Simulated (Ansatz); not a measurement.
Compare A (`B[N](C)[GeH3]`) with its isomer B (`BC[NH][GeH3]`).

Computed with Ansatz on PBE0-D4/def2-TZVP structures; ΔE is electronic, products minus reactants. CCSD(T)/CBS adds triple-zeta CCSD(T) − MP2 to the extrapolated MP2 energy (def2 sets, frozen cores). Functionals use def2-TZVPP. B3LYP here is the variant with VWN-RPA as its local correlation; programs differ in this. For Ge outer-core shells are correlated without core-valence functions, which leaves a few kJ/mol of doubt a bond. Scalar relativity is left out up to krypton. One conformer a species, not always the lowest.

A:

Z-matrix (Å, degrees):
```
C
N 1 1.453
H 1 1.091 2 109.7
H 1 1.095 2 111.4 3 -119.9
H 1 1.095 2 111.4 3 119.9
Ge 2 1.861 1 115.4 3 179.9
B 2 1.389 1 122.7 3 -0.1
H 6 1.540 2 108.0 1 -58.7
H 6 1.540 2 108.0 1 58.9
H 6 1.529 2 108.2 1 -179.9
H 7 1.199 2 119.5 1 -180.0
H 7 1.201 2 119.2 1 0.0
```

B:

```xyz
12

B    -0.223   -2.114   -0.469
C    -0.522   -0.664   -0.222
N     0.098    0.154    0.733
Ge    0.294    1.969    0.492
H    -0.917   -2.717   -1.232
H     0.772   -2.597   -0.007
H    -1.446   -0.238   -0.614
H     0.125   -0.833   -1.237
H     0.821   -0.317    1.256
H     0.852    2.536    1.804
H     1.248    2.298   -0.679
H    -1.102    2.524    0.174
```

Which isomer does CCSD(T)/CBS put lower? Give the gap. (Estimate.)

Computed: A, by 165.7 kJ/mol.

Give E(B) − E(A) in kJ/mol with B3LYP, LDA (SPW92), CCSD/def2-TZVPP, CCSD(T)/def2-TZVPP, CCSD(T)/def2-SVP, MP2/def2-TZVPP, HF/def2-TZVPP. (Estimate.)

Computed: B3LYP 160.1, LDA (SPW92) 144.5, CCSD/def2-TZVPP 170.3, CCSD(T)/def2-TZVPP 169.6, CCSD(T)/def2-SVP 178.3, MP2/def2-TZVPP 171.0, HF/def2-TZVPP 173.9. None reverses the order clearly.

Does the order hold for the free energy at 298.15 K (harmonic terms from PBE0-D4)? (Estimate.)

Ansatz gave: Yes: G(B) − G(A) = +155.4 kJ/mol, for one conformer each.

Largest T1 diagnostic: 0.013.

At CCSD(T), def2-SVP lies +12.6 kJ/mol from the extrapolated value and def2-TZVPP +3.9 kJ/mol. From BLYP to BHLYP (50 % exact exchange), in def2-TZVPP and without D4, E(B) − E(A) moves by +9.1 kJ/mol.
